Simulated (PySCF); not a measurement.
# Electron affinity of In by level of theory

In⁻ [Kr] 4d10 5s2 5p2 (3P) → In [Kr] 4d10 5s2 5p1 (2P), as a difference of total energies. Computed with PySCF 2.14 in aug-cc-pwCVDZ-PP with ECP28MDF (6s5p4d1f, 48 functions), with a scalar-relativistic core potential. Correlated levels: valence: 4s2 4p6 4d10 frozen. The calculations carry no spin-orbit coupling.

```csv
method,electron affinity (eV),difference from reference (eV)
UHF,0.081,-0.303
MP2 (valence),0.318,-0.066
SCS-MP2 (valence),0.237,-0.147
CCSD (valence),0.345,-0.039
CCSD(T) (valence),0.369,-0.015
CCSDT (valence),0.376,-0.008
```

Reference: 0.384 eV (measured; photodetachment measurements, as compiled on the Wikipedia data page of electron affinities).

The reference lies between the lowest fine-structure levels, while these numbers refer to the centres of the terms.

Errors of the correlated levels include the incompleteness of this basis and the frozen core.
